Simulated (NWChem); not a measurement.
System: Si$_{2}$H$_{3}$ cation, singlet

Parts of the log:

```
             Northwest Computational Chemistry Package (NWChem) 7.3.0
             --------------------------------------------------------

 C3V symmetry detected

                             Geometry "geometry" -> ""
                             -------------------------

 Output coordinates in angstroms (scale by  1.889725989 to convert to a.u.)

  No.       Tag          Charge          X              Y              Z
 ---- ---------------- ---------- -------------- -------------- --------------
    1 Si                  14.0000    -0.00000000    -0.00000000     1.35676435
    2 Si                  14.0000    -0.00000000    -0.00000000    -1.05128365
    3 H                    1.0000     1.02228045     1.02228045    -1.42557665
    4 H                    1.0000    -1.39646106     0.37418061    -1.42557665
    5 H                    1.0000     0.37418061    -1.39646106    -1.42557665

 Effective nuclear repulsion energy (a.u.)      65.6765101391

      Symmetry information
      --------------------

 Group name             C3v
 Group number             17
 Group order               6
 No. of unique centers     3

                                 NWChem DFT Module
                                 -----------------

 Summary of "ao basis" -> "ao basis" (spherical)
 ------------------------------------------------------------------------------
       Tag                 Description            Shells   Functions and Types
 ---------------- ------------------------------  ------  ---------------------
 Si                         def2-svp                 8       18   4s3p1d
 H                          def2-svp                 3        5   2s1p

      Symmetry analysis of basis
      --------------------------

        a1         20
        a2          1
        e          30

  Rotation of axis

            General Information
            -------------------
          SCF calculation type: DFT
          Wavefunction type:  closed shell.
          No. of atoms     :     5
          No. of electrons :    30
           Alpha electrons :    15
            Beta electrons :    15
          Charge           :     1
          Spin multiplicity:     1
          Use of symmetry is: on ; symmetry adaption is: on
          Maximum number of iterations: 150
          AO basis - number of functions:    51
                     number of shells:    25
          Convergence on energy requested:  1.00D-06
          Convergence on density requested:  1.00D-05
          Convergence on gradient requested:  5.00D-04

              XC Information
              --------------
                         B3LYP Method XC Potential
                     Hartree-Fock (Exact) Exchange  0.200
                        Slater Exchange Functional  0.800 local
                    Becke 1988 Exchange Functional  0.720 non-local
              Lee-Yang-Parr Correlation Functional  0.810
                  VWN I RPA Correlation Functional  0.190 local

             Grid Information
             ----------------
          Grid used for XC integration:  xcoarse
          Radial quadrature: Mura-Knowles
          Angular quadrature: Lebedev.
          Tag              B.-S. Rad. Rad. Pts. Rad. Cut. Ang. Pts.
          ---              ---------- --------- --------- ---------
          Si                  1.10       42           8.0       194
          H                   0.35       21           9.0       194
          Grid pruning is: on
          Number of quadrature shells:   105
          Spatial weights used:  Erf1

      Superposition of Atomic Density Guess
      -------------------------------------

 Sum of atomic energies:        -578.97492570

 Renormalizing density from      31.00 to     30

      Non-variational initial energy
      ------------------------------

 Total energy =    -567.371127
 1-e energy   =    -903.081579
 2-e energy   =     270.033942
 HOMO         =      -0.523301
 LUMO         =      -0.372463

      Symmetry analysis of molecular orbitals - initial
      -------------------------------------------------

  Numbering of irreducible representations:

     1 a1          2 a2          3 e

  Orbital symmetries:

     1 a1          2 a1          3 a1          4 a1          5 e
     6 e           7 a1          8 a1          9 e          10 e
    11 a1         12 a1         13 e          14 e          15 a1
    16 e          17 e          18 a1         19 a1         20 e
    21 e          22 a1         23 a1         24 e          25 e

     ---------------------------------------------
      Total Density - Mulliken Population Analysis
     ---------------------------------------------

    Atom       Charge   Shell Charges
 -----------   ------   -------------------------------------------------------
    1 Si  14    12.90   2.00  2.00  1.59  0.38  5.97  0.52  0.40  0.04
    2 Si  14    14.45   2.00  2.00  1.27  0.13  5.98  1.65  1.33  0.10
    3 H    1     0.88   0.63  0.24  0.01
    4 H    1     0.88   0.63  0.24  0.01
    5 H    1     0.88   0.63  0.24  0.01

   convergence    iter        energy       DeltaE   RMS-Dens  Diis-err
 ---------------- ----- ----------------- --------- --------- ---------
 d= 0,ls=0.0,diis     1   -580.1773020812 -6.46D+02  2.58D-02  8.07D-01
 d= 0,ls=0.0,diis     2   -580.2080610574 -3.08D-02  1.63D-02  2.32D-01
 d= 0,ls=0.0,diis     3   -580.2513109710 -4.32D-02  5.35D-03  2.84D-02
 d= 0,ls=0.0,diis     4   -580.2586731060 -7.36D-03  5.84D-04  1.93D-04
 d= 0,ls=0.0,diis     5   -580.2587268759 -5.38D-05  1.36D-04  4.30D-05
  Resetting Diis
 d= 0,ls=0.0,diis     6   -580.2587377492 -1.09D-05  1.64D-05  1.27D-07
 d= 0,ls=0.0,diis     7   -580.2587377900 -4.07D-08  2.40D-06  3.52D-09

         Total DFT energy =     -580.258737789967
      One electron energy =     -926.780205097022
           Coulomb energy =      323.448620901998
    Exchange-Corr. energy =      -42.603663734089
 Nuclear repulsion energy =       65.676510139146

 Numeric. integr. density =       30.001096612601

                  Occupations of the irreducible representations
                  ----------------------------------------------

                     irrep           alpha         beta
                     --------     --------     --------
                     a1                9.0          9.0
                     a2                0.0          0.0
                     e                 6.0          6.0

                       DFT Final Molecular Orbital Analysis
                       ------------------------------------

 Vector   13  Occ=2.000000D+00  E=-5.565074D-01  Symmetry=e
              MO Center=  3.2D-01, -3.2D-01, -1.2D+00, r^2= 2.3D+00
   Bfn.  Coefficient  Atom+Function         Bfn.  Coefficient  Atom+Function
  ----- ------------  ---------------      ----- ------------  ---------------
    47      0.360447  5 H  s                 27     -0.313362  2 Si py
    37     -0.265802  3 H  s                 30     -0.244557  2 Si py
    24      0.176325  2 Si py                48      0.139904  5 H  s
    38     -0.103169  3 H  s                 42     -0.094645  4 H  s
     9     -0.065296  1 Si py                12     -0.057408  1 Si py

 Vector   14  Occ=2.000000D+00  E=-5.565074D-01  Symmetry=e
              MO Center= -3.2D-01,  3.2D-01, -1.2D+00, r^2= 2.3D+00
   Bfn.  Coefficient  Atom+Function         Bfn.  Coefficient  Atom+Function
  ----- ------------  ---------------      ----- ------------  ---------------
    42      0.361565  4 H  s                 26     -0.313362  2 Si px
    37     -0.262748  3 H  s                 29     -0.244557  2 Si px
    23      0.176325  2 Si px                43      0.140338  4 H  s
    38     -0.101983  3 H  s                 47     -0.098818  5 H  s
     8     -0.065296  1 Si px                11     -0.057408  1 Si px

 Vector   15  Occ=2.000000D+00  E=-4.734385D-01  Symmetry=a1
              MO Center=  2.8D-16,  1.3D-17,  7.0D-01, r^2= 3.5D+00
   Bfn.  Coefficient  Atom+Function         Bfn.  Coefficient  Atom+Function
  ----- ------------  ---------------      ----- ------------  ---------------
    10      0.416894  1 Si pz                13      0.334605  1 Si pz
    28     -0.283462  2 Si pz                31     -0.236751  2 Si pz
     3      0.233251  1 Si s                  7     -0.200241  1 Si pz
     4      0.192106  1 Si s                 25      0.147485  2 Si pz
     2      0.127737  1 Si s                 37      0.096747  3 H  s

 Vector   16  Occ=0.000000D+00  E=-3.660401D-01  Symmetry=e
              MO Center= -1.3D-02,  1.8D-02,  1.2D+00, r^2= 2.6D+00
   Bfn.  Coefficient  Atom+Function         Bfn.  Coefficient  Atom+Function
  ----- ------------  ---------------      ----- ------------  ---------------
    11      0.609654  1 Si px                 8      0.487746  1 Si px
     5     -0.238958  1 Si px                43      0.118496  4 H  s
    42      0.107436  4 H  s                 38     -0.096504  3 H  s
    37     -0.087497  3 H  s                 35     -0.060587  2 Si d  1
    12      0.052837  1 Si py                 9      0.042271  1 Si py

[...]

                         DFT ENERGY GRADIENTS

    atom               coordinates                        gradient
                 x          y          z           x          y          z
   1 Si     -0.000000  -0.000000   2.563913    0.000000   0.000000  -0.002131
   2 Si     -0.000000  -0.000000  -1.986638   -0.000000   0.000000   0.002881
   3 H       1.931830   1.931830  -2.693949    0.001603   0.001603  -0.000250
   4 H      -2.638929   0.707099  -2.693949   -0.002189   0.000587  -0.000250
   5 H       0.707099  -2.638929  -2.693949    0.000587  -0.002189  -0.000250
```

Level: B3LYP/def2-SVP. Low-valent species are run as closed-shell singlets; no triplet was tried in these runs. Geometry: optimised at PBE0/def2-SVP.

Problem. Which NWChem input produces such a log?

Solution. One answer among several that fit: the input that was run:
```
start job
memory heap 200 mb stack 700 mb global 900 mb
charge 1
geometry units angstroms noautoz
  Si     0.000000     0.000000     1.332612
  Si     0.000000     0.000000    -1.075436
  H      1.209014    -0.792717    -1.449729
  H      0.082007     1.443395    -1.449729
  H     -1.291020    -0.650678    -1.449729
end
basis spherical
  * library def2-svp
end
dft
  xc b3lyp
  grid xcoarse
  iterations 150
  mulliken
end
task dft gradient
```
